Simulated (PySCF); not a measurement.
# How methods differ on the ionisation energy of Al⁺

Al⁺ [Ne] 3s2 (1S) → Al²⁺ [Ne] 3s1 (2S), as a difference of total energies. Computed with PySCF 2.14 in pcseg-2, with the non-relativistic Hamiltonian (point nucleus). Correlated levels: valence: [Ne] frozen. The calculations carry no spin-orbit coupling.

Order these methods by the ionisation energy they give, lowest first.
A. MP2 (valence)
B. BP86
C. SCS-MP2 (valence)
D. UHF

D (17.497 eV), A (18.234 eV), C (18.381 eV), B (18.840 eV).

Errors of the correlated levels include the incompleteness of this basis and the frozen core.

With two correlated electrons CCSD is exact in that space.

For comparison: 18.829 eV (measured; NIST Atomic Spectra Database, ionization energies).
